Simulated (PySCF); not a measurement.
Species: C₆H₃N₂ (doublet state).
Cartesian coordinates in Å at the GFN2-xTB level; atoms count from 1:
```xyz
11
C6H3N2 angstrom
C     -2.6430   -0.6841    0.9479
C     -2.0356    0.0938    0.2587
C     -1.2696    0.9774   -0.5341
N     -0.0049    0.9738   -0.6900
C      0.8071    0.1066   -0.0067
C      2.0618   -0.1160   -0.3033
C      3.3126   -0.5012   -0.4386
N      4.4292   -0.8226   -0.5793
H     -3.2013   -1.3464    1.5421
H     -1.8222    1.7314   -1.0854
H      0.3714   -0.4099    0.8628
```

The hyperfine couplings belong to this conformer and change with its torsions.

Identity: `C#C/C=N\C=[C]\C#N` [radical].

The calculation used PySCF 2.14.0, UKS B3LYP, pcH-1 on C H N, non-relativistic, mean-field spin-orbit, GIAO. Isolated species at its GFN2-xTB geometry (one conformer only). Couplings are sensitive to structure, and on GFN2-xTB geometries they can be far from those on DFT ones. The frame is twisted about the N4–C5 bond at this geometry (dihedral C3–N4–C5–H11 = -15°); couplings at other torsion angles weren't computed.

Count the α and β electrons and give S(S+1).

Nα = 27, Nβ = 26 (53 in all), and S(S+1) = 0.75 for S = 1/2.

Mulliken spin populations, one withheld:

```
atom     bound to  population
  C1       C2, H9     -0.0185
  C2       C1, C3     +0.0125
  C3  C2, N4, H10     -0.0518
  N4       C3, C5     +0.0565
  C5  N4, C6, H11     -0.1567
  C6       C5, C7           ?
  C7       C6, N8     -0.2453
  N8           C7     +0.4969
  H9           C1     +0.0007
 H10           C3     +0.0038
 H11           C5     +0.0534
```

Complete the table.

The populations add up to Nα − Nβ = 1, and the others sum to 0.1515, so C6 holds +0.849.

How is the spin shared among the elements?

Nitrogen +0.55, carbon +0.39, hydrogen +0.06. The positive populations sum to 1.47, the negative ones to -0.47.

The run gives ⟨S²⟩ = 0.7821. What does that say of the overlap of α and β orbitals, and of the weight of higher spin?

For a single determinant ⟨S²⟩ = S(S+1) + Nβ − Σ|⟨iα|jβ⟩|², so the squared overlaps of occupied orbitals sum to 26 − 0.0321 = 25.9679. If the quartet state (S + 1) were the only admixture, its weight would be 0.0321/(2S + 2) = 1.07 %. For Kohn–Sham this describes the determinant of the orbitals, not the true wave function.

What Fermi-contact NMR shifts do the couplings of C1, C2, C3, N4, C5, N8, H9 imply at 298 K (Curie law, g = gₑ)?

δ = a_FC·h·gₑ μB S(S+1)/(3 g_N μN kT), with k/h = 20836.6 MHz/K:

```csv
nuclei,isotope,a_FC (MHz),g_N,contact shift (ppm)
C1,13C,-0.66,1.4048,-69
C2,13C,2.98,1.4048,+314
C3,13C,-7.54,1.4048,-795
N4,14N,17.91,0.4038,+6568
C5,13C,-52.31,1.4048,-5512
N8,14N,11.79,0.4038,+4321
H9,1H,1.31,5.5857,+35
```

The shifts go as 1/T: at 348 K they are 0.856 times these.

The run took 38 s of wall time (with the writing of density and orbital grids) on Arm Neoverse V2, one thread, no GPU, shared host with 32 logical CPUs at a one-minute load of 17, and the process peaked at 0.79 GiB of memory.
